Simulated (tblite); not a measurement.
FOS, doublet, at a GFN2-xTB geometry; GFN1-xTB (tblite).

The tblite input:
```
$ tblite run mol.xyz --method gfn1 --charge 0 --spin 1 --grad --json tblite.json --no-restart

# file mol.xyz
3

O     -1.19502904    -0.51179322     0.02875724
S     -0.14028508     0.46479902     0.00071897
F      1.31164375    -0.37138205    -0.02684017
```

It wrote (shortened):

```
xTB calculator
 | screened Coulomb repulsion
 | Coulomb electrostatics
 |  * isotropic Klopman-Ohno-Mataga-Nishimoto electrostatics
 |  * onsite third-order electrostatics
 | DFT-D3(BJ) dispersion correction

halogen bonding energy    0.0000000000000E+00 Eh
repulsion energy          2.9504871196438E-02 Eh
dispersion energy        -4.3215426616267E-04 Eh
number of electrons       1.9000000000000E+01 e
integral cutoff           1.9487547202114E+01 bohr

------------------------------------------------------------
  cycle        total energy    energy error   density error
------------------------------------------------------------
      1     -12.90774534669  -1.2936818E+01   8.2268496E-01
      2     -13.02239370987  -1.1464836E-01   5.1204170E-01
      3     -13.31768904878  -2.9529534E-01   3.6884195E-01
      4     -13.42177842231  -1.0408937E-01   7.4783938E-02
      5     -13.42640392900  -4.6255067E-03   5.2973815E-02
      6     -13.42931975574  -2.9158267E-03   1.8896622E-02
      7     -13.42981902411  -4.9926838E-04   1.2978981E-03
      8     -13.42981878323   2.4088612E-07   4.3949384E-04
      9     -13.42981905534  -2.7211871E-07   2.3674794E-05
     10     -13.42981905578  -4.3355541E-10   9.3485988E-06
------------------------------------------------------------

electronic energy        -1.3458891772709E+01 Eh
total energy             -1.3429819055778E+01 Eh

Post processing:
 | Mayer-Wiberg bond orders

[Info] Tight-binding results written to 'tblite.txt'
[Info] JSON dump of results written to 'tblite.json'
```
